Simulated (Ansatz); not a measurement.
Basis-set series for `BB1C=NC1`. Total charge 0; spin multiplicity 1. The geometry is a stationary point of PBE0-D4/def2-TZVP.

| functional | basis | functions | energy (Eh) | HOMO (eV) | LUMO (eV) |
| --- | --- | --- | --- | --- | --- |
| PBE0-D4 | def2-SVP | 95 | -183.19811 | -6.89 | -1.83 |
| PBE0-D4 | def2-TZVPP | 225 | -183.39911 | -6.96 | -1.93 |
| ωB97M-V | def2-SVP | 95 | -183.33399 | -9.15 | 0.24 |
| ωB97M-V | def2-TZVPP | 225 | -183.54551 | -9.24 | 0.01 |

Question: Give the rows for def2-QZVPP. (Estimate.)

Answer: Ansatz gave: 
```
functional       basis  functions  energy (Eh)  HOMO (eV)  LUMO (eV)
   PBE0-D4  def2-QZVPP        435   -183.40953      -6.98      -1.95
   ωB97M-V  def2-QZVPP        435   -183.55520      -9.26      -0.07
```

Positive LUMOs are unbound and depend on the basis.
